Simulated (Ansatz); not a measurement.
Geometry optimisation, RKS LDA/def2-SVP in Ansatz 0.2.0.

input.yaml

```yaml
crystal:
  periodic: [false, false, false]
  atoms:
    - { symbol: Ge, position_ang: [0.0, 0.0, 0.0] }
    - { symbol: F, position_ang: [0.0, 0.0, 1.68] }
    - { symbol: Cl, position_ang: [2.0935, 0.0, -0.7393] }
    - { symbol: H, position_ang: [-0.73, 1.2648, -0.5162] }
    - { symbol: H, position_ang: [-0.73, -1.2648, -0.5162] }
basis:
  gaussian: { orbitals: def2-SVP }
hamiltonian:
  xc: lda
relax:
  f_tol: 0.02
  max_steps: 40
```

Launched with:

```bash
$ ansatz run input.yaml --threads 1 --pin off --max-ram 2048MiB --backend cpu --events-out ev --progress --plain --runs-dir out
```

**Question.** Where does it end, and by what steps?

**Answer.** The run converged. After 5 steps the energy has fallen by 0.133 eV; Cl3 moved furthest, 0.09 Å.

```
step  energy less start (eV)  largest force component (eV/Å)  accepted
   0                  0.0000                           2.312       yes
   1                 -0.1024                           0.849       yes
   2                 -0.1312                           0.185       yes
   3                 -0.1324                           0.024       yes
   4                 -0.1325                           0.021       yes
   5                 -0.1325                           0.002       yes
```

```xyz
5
Properties=species:S:1:pos:R:3
Ge -0.020 0.000 -0.059
F 0.013 0.000 1.668
Cl 2.010 0.000 -0.710
H -0.685 1.317 -0.495
H -0.685 -1.317 -0.495
```

Whether the end is a true minimum wasn't checked by a vibrational analysis.

Time of the run: 6.7 s on 1 thread of Arm Neoverse V2 (shared host), peak memory 0.14 GiB.
